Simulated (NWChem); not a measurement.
CaF$_{2}$; SMILES [F][Ca][F]

Results from NWChem. Pople sets run with spherical d functions. Coordinates come from a PBE-D3(BJ)/def2-SVP optimisation. Ions are spin-unrestricted doublets at the neutral geometry; other ion states weren't tried.

Q: What does the run give for CAM-B3LYP/6-31G*? Quantities: vertical ionisation energy, ΔSCF (eV); −ε(HOMO) (eV).

A: 
```json
{
  "vertical ionisation energy, ΔSCF (eV)": "10.92",
  "−ε(HOMO) (eV)": "9.22"
}
```
